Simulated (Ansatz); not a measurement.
Species: C2H6GeI, charge 0, multiplicity 2. SMILES: [CH3][Ge]([CH3])[I]
Coordinates optimised at B3LYP-D3(BJ)/def2-TZVP (Ansatz, a program for electronic structure):
```xyz
10

C      1.3537    -1.8075     1.1863
Ge    -0.2358    -1.1944     0.1703
C     -1.8308    -1.1557     1.3488
I      0.2234     1.2301    -0.5568
H      1.2001    -2.8372     1.5105
H      2.2457    -1.7476     0.5671
H      1.4744    -1.1646     2.0598
H     -1.6040    -0.5346     2.2169
H     -2.0623    -2.1695     1.6769
H     -2.6839    -0.7386     0.8186
```
Charge 0, spin multiplicity 2.

Wanted: atomisation energy, in kcal/mol. Terms: no spin-orbit coupling; STO-3G and 3-21G all-electron and non-relativistic; open shells spin-unrestricted; dispersion terms only where a functional's name holds one; atomisation electronic, to ground-state atoms; def2 sets with scalar-relativistic core potentials past Kr. First-principles rows: single points at B3LYP-D3(BJ) geometries (Ansatz).

| species | coefficient | E at B3LYP/STO-3G (Ansatz), Eh | E at PBE0/def2-TZVPD (Ansatz), Eh |
|---|---|---|---|
| [CH3][Ge]([CH3])[I] | -1 | -8984.78375 | -2454.24214 |
| C atom | +2 | -37.35240 | -37.80543 |
| Ge atom | +1 | -2052.84638 | -2076.65536 |
| H atom | +6 | -0.46753 | -0.50104 |
| I atom | +1 | -6852.80283 | -297.69320 |

 1 Eh = 627.5095 kcal/mol.

Problem. Compute it at each level from the table.

Solution. 
- B3LYP/STO-3G: the sum of coefficient times E is 1.62456 Eh, or 1019.43 kcal/mol. Result: 1019.4 kcal/mol.
- PBE0/def2-TZVPD: the sum of coefficient times E is 1.27648 Eh, or 801.00 kcal/mol. Result: 801.0 kcal/mol.
